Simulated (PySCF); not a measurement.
**C3H9BO3: core ionisation energies**

C3H9BO3.
Z-matrix (Å and degrees, PBE0-D3(BJ)/def2-SVP geometry), rows numbered from 1:
```
C 
O   1  1.4027
B   2  1.3605  1  120.92
O   3  1.3611  2  119.96  1   179.44
C   4  1.4032  3  120.48  2    -0.39
O   3  1.3608  2  120.12  1    -0.34
C   6  1.4030  3  120.41  2   178.98
H   1  1.1019  2  111.80  3   -48.74
H   1  1.1029  2  111.44  3    71.99
H   1  1.0998  2  108.33  3  -168.75
H   5  1.1025  4  111.68  3    60.36
H   5  1.0995  4  108.29  3  -179.95
H   5  1.1025  4  111.66  3   -60.28
H   7  1.0995  6  108.29  3  -179.02
H   7  1.1024  6  111.66  3   -59.32
H   7  1.1025  6  111.65  3    61.31
```

Method used: delta-SCF UKS SCAN, pcX-2 on the ionised atom, pcseg-1 elsewhere, spin-free X2C (PySCF). Vertical ΔSCF values, vacuum level as zero.

Question: What binding energy does each computed site have?

Answer: 
| atom(s) | bonded to | level | binding energy (eV) | count |
| --- | --- | --- | --- | --- |
| C1/C5/C7 | O and 3 H | C 1s | 292.23 | 3 |
| O2/O4/O6 | C and B | O 1s | 538.36 | 3 |
| B3 | 3 O | B 1s | 197.41 | 1 |

Question: Which photon wavelength matches the O 1s of O2 (atom 2)/O4/O6 threshold?

Answer: λ = hc/E = 12398.42 eV Å / 538.36 eV = 23.030 Å.

One atom of each set of topologically equivalent atoms was ionised and stands for the set; in this conformer not all members are related by symmetry, and their own values weren't computed. Isolated species at its PBE0-D3(BJ)/def2-SVP geometry (one conformer only).
